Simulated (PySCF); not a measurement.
Atom-mapped SMILES (the numbers label the heavy atoms): `[O:1]=[C:2]1[CH:3]=[CH:4][C:5](=[O:6])[CH2:7]1` (H(Xn): hydrogen on atom n).

Theoretical values (PySCF): geometry from PBE0-D3(BJ)/def2-SVP, GIAO PBE0/pcSseg-1 shieldings. Single conformer, no relativistic terms, equivalent nuclei averaged, no solvent model.

References, each an isolated molecule treated in the same way: TMS for 13C, 1H; H2O for 17O.

| atoms | nucleus | count | δ (ppm) |
| --- | --- | --- | --- |
| C3/C4 | 13C | 2 | 157.5 |
| H(C3)/H(C4) | 1H | 2 | ? |
| H(C7) | 1H | 2 | 2.56 |
| C2/C5 | 13C | 2 | 204.8 |
| C7 | 13C | 1 | 41.6 |
| O1/O6 | 17O | 2 | ? |

Complete the table.

Results:


- H(C3)/H(C4): 7.22 ppm, hydrogen on a β carbon of a C=C–C=O unit; olefinic region
- O1/O6: 702.3 ppm, ketone oxygen

Shifts are as computed. Against solution values, carbons near 30 ppm lie about +2 ppm off and those near 130 ppm about +5 ppm. Of 1211 compounds with measured shifts, 218 miss one by over three times the rms of a fit or turn the order of signals round; such compounds aren't used in these exercises. Unscaled 17O shifts of doubly bonded oxygen tend to come out too high, by tens of ppm or more. Experimental scales use liquid or dissolved standards, which lie at an offset from isolated H2O (liquid H2O: subtract about 36 ppm).
